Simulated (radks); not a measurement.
Fractional charge and spin in the 4d shell of rhodium: the spin-up occupation runs from 4 to 5 and the spin-down occupation from 2 to 3; the fullest corner is Rh, [Kr] 5s(up 0.5, down 0.5) 4d(up 5, down 3). Method: scalar-relativistic Kohn-Sham, PBE, spin-polarised, spherical densities, finite nucleus; Fermi nuclear charge, rms radius of each element as measured or else 0.836 A^(1/3) + 0.57 fm; computed with a radial shooting solver on a logarithmic mesh with Libxc functionals. Energy (eV) minus the two flat planes that join the four corners (they meet along the diagonal where the two added fractions sum to one electron); zero is where a piecewise linear energy would lie.

| down \ up | 4 | 4.25 | 4.5 | 4.75 | 5 |
|---|---|---|---|---|---|
| 2 | 0.000 | -1.183 | -1.561 | -1.158 | 0.000 |
| 2.25 | -1.157 | -1.498 | -1.060 | 0.132 | -0.978 |
| 2.5 | -1.527 | -1.051 | 0.176 | -0.901 | -1.282 |
| 2.75 | -1.133 | 0.132 | -0.910 | -1.257 | -0.944 |
| 3 | 0.000 | -1.004 | -1.316 | -0.970 | 0.000 |

Corners above the fullest one (they belong to Rh+ and the next ion): (up 5, down 2) 10.187 eV, (up 4, down 3) 11.586 eV, (up 4, down 2) 33.886 eV. With half an added electron in each spin the energy lies 0.176 eV from the planes, and with half an added electron in spin up alone -1.561 eV. The planes are only a guide here: the flat-plane condition holds for ground states with one frontier orbital, while this shell lies below other occupied shells, so the corners above the fullest one are inner-hole states and not the ground states of those ions.
